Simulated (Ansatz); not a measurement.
Wavefunction ladder for `C=C=[C]([AlH2])[SiH3]`

Cartesian coordinates in Å:
```
C 2.204 0.735 -0.553
C 1.013 0.306 -0.238
C -0.167 -0.141 0.085
Al -0.152 -1.876 0.957
Si -1.685 0.864 -0.295
H 2.643 0.503 -1.516
H 2.779 1.338 0.140
H -1.533 -2.522 1.398
H 1.238 -2.591 1.200
H -1.325 2.126 -0.992
H -2.406 1.185 0.966
H -2.609 0.073 -1.153
```

Charge 0, multiplicity 1. The geometry is a stationary point of PBE0-D4/def2-TZVP. Frozen core, restricted reference, the Gaussian-basis code of Ansatz. CBS rows extrapolate triple and quadruple zeta; past MP2 they add the triple-zeta difference.

```tsv
basis	HF (Eh)	MP2 corr.
def2-TZVPP	-648.53178	-0.67421
def2-QZVPP	-648.55301	-0.71872
```

Estimate the CCSD correlation energy and the (T) correction in each basis where they were run (hartree).


```csv
basis,CCSD corr.,(T)
def2-TZVPP,-0.72670,-0.03349
CBS(def2),-0.80418,as TZ
```
